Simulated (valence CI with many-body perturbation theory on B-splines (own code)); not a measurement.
# Energy levels of K XIII

Method: relativistic CI+MBPT: five valence electrons over a frozen Dirac-Fock core [He], a basis of 11 s, 11 p, 10 d, 8 f, 5 g, 2 h functions for each j, with the one-electron correlation potential Σ1 (screened to all orders), the two-electron term Σ2, the three-electron term Σ3, Breit, model QED; selected single and double excitations, second order for the rest, scaled by the run's own slope (own B-spline code, finite nucleus).

No measured spectrum was set against this ion. As an estimate, levels of excited configurations hold to 0.05 to 0.15 % of their energy, terms of the ground configuration to about 0.5 %. Among the levels kept, up to 5500 cm⁻¹ of a level comes from second order outside the variational space, and about a tenth of that is noise between levels of different J, which matters for small intervals.

Levels 1 to 45 of 194, with energies above the lowest level, 2s2 2p3 4S°_3/2. "Leading %" is the weight of the configuration and term that name the level; weights of strongly mixed levels are sums over their largest components and can fall short. In the jj column 3d3/2^4 stands for four electrons in 3d with j = 3/2. Lifetimes count E1, E2, E3, M1 and M2 decay at the calculated energies, and are blank where another channel may lead or the interval is too uncertain; long ones can be off by a factor of two.

| No. | Configuration | Term | J | E (× 10³ cm⁻¹) | Leading % | Leading jj | Lifetime | g |
| --- | --- | --- | --- | --- | --- | --- | --- | --- |
| 1 | 2s2 2p3 | 4S° | 3/2 | 0.00 | 98 | 2s^2 2p1/2 2p3/2^2 (52 %) |  | 1.991 |
| 2 | 2s2 2p3 | 2D° | 3/2 | 100.87 | 90 | 2s^2 2p1/2^2 2p3/2 (47 %) | 4.37 ms | 0.849 |
| 3 | 2s2 2p3 | 2D° | 5/2 | 106.00 | 100 | 2s^2 2p1/2 2p3/2^2 (100 %) | 132 ms | 1.199 |
| 4 | 2s2 2p3 | 2P° | 1/2 | 161.06 | 98 | 2s^2 2p1/2 2p3/2^2 (98 %) | 781 μs | 0.663 |
| 5 | 2s2 2p3 | 2P° | 3/2 | 168.47 | 88 | 2s^2 2p3/2^3 (75 %) | 330 μs | 1.290 |
| 6 | 2s 2p4 | 4P | 5/2 | 480.64 | 99 | 2s 2p1/2^2 2p3/2^2 (73 %) | 145 ps | 1.598 |
| 7 | 2s 2p4 | 4P | 3/2 | 496.39 | 100 | 2s 2p1/2 2p3/2^3 (86 %) | 131 ps | 1.732 |
| 8 | 2s 2p4 | 4P | 1/2 | 503.89 | 99 | 2s 2p3/2^4 (38 %) | 124 ps | 2.664 |
| 9 | 2s 2p4 | 2D | 3/2 | 662.24 | 99 | 2s 2p1/2 2p3/2^3 (61 %) | 50.6 ps | 0.802 |
| 10 | 2s 2p4 | 2D | 5/2 | 663.30 | 99 | 2s 2p1/2 2p3/2^3 (72 %) | 54.1 ps | 1.200 |
| 11 | 2s 2p4 | 2S | 1/2 | 770.46 | 91 | 2s 2p1/2^2 2p3/2^2 (71 %) | 26.6 ps | 1.895 |
| 12 | 2s 2p4 | 2P | 3/2 | 802.16 | 99 | 2s 2p1/2 2p3/2^3 (52 %) | 13.7 ps | 1.329 |
| 13 | 2s 2p4 | 2P | 1/2 | 823.35 | 91 | 2s 2p1/2 2p3/2^3 (58 %) | 14.1 ps | 0.774 |
| 14 | 2p5 | 2P° | 3/2 | 1257.0 | 97 | 2p1/2^2 2p3/2^3 (97 %) | 20.2 ps | 1.332 |
| 15 | 2p5 | 2P° | 1/2 | 1282.4 | 97 | 2p1/2 2p3/2^4 (97 %) | 19.5 ps | 0.663 |
| 16 | 2s2 2p2 3s | 4P | 1/2 | 3298.1 | 93 | 2s^2 2p1/2^2 3s (63 %) | 3.57 ps | 2.600 |
| 17 | 2s2 2p2 3s | 4P | 3/2 | 3309.5 | 95 | 2s^2 2p1/2 2p3/2 3s (93 %) | 3.63 ps | 1.724 |
| 18 | 2s2 2p2 3s | 4P | 5/2 | 3322.9 | 94 | 2s^2 2p1/2 2p3/2 3s (49 %) | 3.66 ps | 1.588 |
| 19 | 2s2 2p2 3s | 2P | 1/2 | 3333.9 | 94 | 2s^2 2p1/2 2p3/2 3s (80 %) | 1.23 ps | 0.737 |
| 20 | 2s2 2p2 3s | 2P | 3/2 | 3349.6 | 90 | 2s^2 2p1/2 2p3/2 3s (61 %) | 1.24 ps | 1.304 |
| 21 | 2s2 2p2 3s | 2D | 5/2 | 3399.6 | 94 | 2s^2 2p3/2^2 3s (49 %) | 2.01 ps | 1.211 |
| 22 | 2s2 2p2 3s | 2D | 3/2 | 3400.8 | 91 | 2s^2 2p3/2^2 3s (57 %) | 1.93 ps | 0.835 |
| 23 | 2s2 2p2 3p | 2S° | 1/2 | 3426.6 | 64 | 2s^2 2p1/2^2 3p1/2 (49 %) | 291 ps | 1.599 |
| 24 | 2s2 2p2 3p | 4D° | 1/2 | 3436.0 | 75 | 2s^2 2p1/2 2p3/2 3p1/2 (52 %) | 507 ps | 0.455 |
| 25 | 2s2 2p2 3p | 4D° | 3/2 | 3439.9 | 87 | 2s^2 2p1/2 2p3/2 3p1/2 (48 %) | 266 ps | 1.246 |
| 26 | 2s2 2p2 3p | 4D° | 5/2 | 3450.5 | 90 | 2s^2 2p1/2 2p3/2 3p3/2 (76 %) | 316 ps | 1.384 |
| 27 | 2s2 2p2 3p | 4P° | 3/2 | 3457.2 | 73 | 2s^2 2p1/2 2p3/2 3p1/2 (40 %) | 56.8 ps | 1.591 |
| 28 | 2s2 2p2 3p | 4P° | 1/2 | 3457.7 | 87 | 2s^2 2p1/2 2p3/2 3p3/2 (50 %) | 63.9 ps | 2.562 |
| 29 | 2s2 2p2 3p | 4D° | 7/2 | 3462.9 | 94 | 2s^2 2p3/2^2 3p3/2 (49 %) | 440 ps | 1.421 |
| 30 | 2s2 2p2 3p | 4P° | 5/2 | 3465.3 | 71 | 2s^2 2p1/2 2p3/2 3p3/2 (34 %) | 71.4 ps | 1.502 |
| 31 | 2s2 2p2 3p | 2D° | 3/2 | 3472.7 | 86 | 2s^2 2p1/2 2p3/2 3p3/2 (77 %) | 189 ps | 0.908 |
| 32 | 2s2 2p2 3s | 2S | 1/2 | 3484.4 | 92 | 2s^2 2p3/2^2 3s (75 %) | 2.11 ps | 1.998 |
| 33 | 2s2 2p2 3p | 4S° | 3/2 | 3488.5 | 76 | 2s^2 2p1/2 2p3/2 3p3/2 (31 %) | 8.95 ps | 1.958 |
| 34 | 2s2 2p2 3p | 2D° | 5/2 | 3491.1 | 74 | 2s^2 2p3/2^2 3p3/2 (67 %) | 165 ps | 1.263 |
| 35 | 2s2 2p2 3p | 2P° | 3/2 | 3501.1 | 91 | 2s^2 2p1/2 2p3/2 3p3/2 (39 %) | 53.7 ps | 1.343 |
| 36 | 2s2 2p2 3p | 2P° | 1/2 | 3503.1 | 90 | 2s^2 2p3/2^2 3p3/2 (56 %) | 64.7 ps | 0.710 |
| 37 | 2s2 2p2 3p | 2F° | 5/2 | 3540.5 | 91 | 2s^2 2p1/2 2p3/2 3p1/2 (30 %) | 120 ps | 0.880 |
| 38 | 2s2 2p2 3p | 2F° | 7/2 | 3545.4 | 96 | 2s^2 2p1/2 2p3/2 3p3/2 (50 %) | 120 ps | 1.149 |
| 39 | 2s 2p3 3s | 6S° | 5/2 | 3549.0 | 99 | 2s 2p1/2 2p3/2^2 3s (55 %) | 1.12 ns | 1.999 |
| 40 | 2s2 2p2 3p | 2D° | 3/2 | 3568.0 | 84 | 2s^2 2p1/2 2p3/2 3p1/2 (38 %) | 51.3 ps | 0.866 |
| 41 | 2s2 2p2 3p | 2D° | 5/2 | 3569.9 | 93 | 2s^2 2p1/2 2p3/2 3p3/2 (51 %) | 65.3 ps | 1.196 |
| 42 | 2s2 2p2 3p | 2P° | 1/2 | 3585.7 | 97 | 2s^2 2p1/2 2p3/2 3p3/2 (79 %) | 25.7 ps | 0.667 |
| 43 | 2s2 2p2 3p | 2P° | 3/2 | 3598.9 | 86 | 2s^2 2p3/2^2 3p3/2 (65 %) | 21.2 ps | 1.297 |
| 44 | 2s2 2p2 3d | 4F | 3/2 | 3599.5 | 87 | 2s^2 2p1/2^2 3d3/2 (58 %) | 13.3 ps | 0.479 |
| 45 | 2s2 2p2 3d | 4F | 5/2 | 3604.7 | 84 | 2s^2 2p1/2 2p3/2 3d3/2 (46 %) | 11.1 ps | 1.071 |

Names give the largest LS component (configuration and term), which can be under half, so a name can repeat, a term be missing and a line seem to break the LS rules; names also repeat where a configuration has a term twice.

The ionisation energy to 2s2 2p2 3P_0 of the next ion comes out as 714.32 eV (NIST: 714.7 ± 0.5 eV (semi-empirical)). All 194 levels together are meant to be complete up to 4257.4 × 10³ cm⁻¹.
